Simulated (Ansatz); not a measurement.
`CB[SiH2]N` + `C=CI` → `C=C(I)BC` + `N[SiH3]`  (formal exchange of groups at a B–Si bond)

Isolated molecules relaxed with PBE0-D4/def2-TZVP in Ansatz; ΔE leaves out vibrations. CCSD(T)/CBS adds triple-zeta CCSD(T) − MP2 to the extrapolated MP2 energy (def2 sets, frozen cores). This one scheme is used for every species. Functionals use def2-TZVPP. B3LYP here is the variant with VWN-RPA as its local correlation; programs differ in this. def2 core potentials past Kr. For I outer-core shells are correlated without core-valence functions, which leaves a few kJ/mol of doubt a bond. One conformer a species, not always the lowest.

| level | ΔE (kJ/mol) |
| --- | --- |
| B3LYP-D4 | -60.7 |
| HF/def2-TZVPP | -59.1 |

**Question.** What does CCSD(T)/CBS give? (Estimate.)

**Answer.** The calculation gave: -62.0 kJ/mol. The listed levels differ from it by 1.3, 2.9 kJ/mol.

Largest T1 diagnostic among the species: 0.011.

The D4 term adds −5.2 kJ/mol with B3LYP and −2.7 kJ/mol with PBE0; it sums over pairs of atoms, weighted by their polarisabilities, and B3LYP, whose exchange is more repulsive, gets the larger term.
